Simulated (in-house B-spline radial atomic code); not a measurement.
Results of a calculation; reference values are marked as such.
## Cu in an electron gas of r_s = 1.65: phase shifts, screening and friction

A nucleus sits in a uniform electron gas with a rigid positive background. The Kohn-Sham equations are solved self-consistently in the spin-unpolarised LDA (PW92), non-relativistic, on B-splines with outgoing waves at the boundary and partial waves to l = 8. The model has no lattice, no bands and no magnetic solution. Atomic units; δ_l are the phase shifts at the Fermi level, counted so that each bound state adds π, and good to about 0.0005.

The density parameter is r_s = 1.65 bohr.

```
l  δ_l (rad)
0     9.1903
1     6.6228
2     3.1123
3     0.0931
4     0.0219
5     0.0052
6     0.0013
7     0.0003
8     0.0000
```

Bound levels below the band bottom (hartree): s -320.2, s -37.64, p -32.98, s -3.631, p -2.185.

Task: Check the Friedel sum rule, and say where the screening charge sits.

Result: k_F = (9π/4)^(1/3)/r_s = 1.16313. The rule is Z = (2/π) Σ (2l + 1) δ_l. The terms are s 5.851, p 12.649, d 9.907, f 0.415 and 0.176 beyond, in all 28.997 against Z = 29. Bound states hold 6 s, 12 p, 0 d electrons, so the scattering states carry 11.00 in all; where a term is smaller than its bound count, the bound level has drawn weight out of the band.

Task: Find the transport cross section and the electronic stopping of a 5 keV Cu ion (mass 63.55 u).

Result: σ_tr = (4π/k_F²) Σ (l + 1) sin²(δ_l − δ_(l+1)). The terms for l = 0 to 3 are 0.2949, 0.2601, 0.0447, 0.0202, all together 0.6214, so σ_tr = 9.289 × 0.6214 = 5.772 bohr². With n = 3/(4π r_s³) = 0.05314, the friction coefficient is Q = n k_F σ_tr = 0.3568. For v well below v_F = 1.163, dE/dx = Q v; with 24801 eV per u at v = 1, v = √(5000/(24801 × 63.55)) = 0.0563, so dE/dx = 0.02010 hartree/bohr = 10.3 eV/nm. The largest term couples the s and p waves.
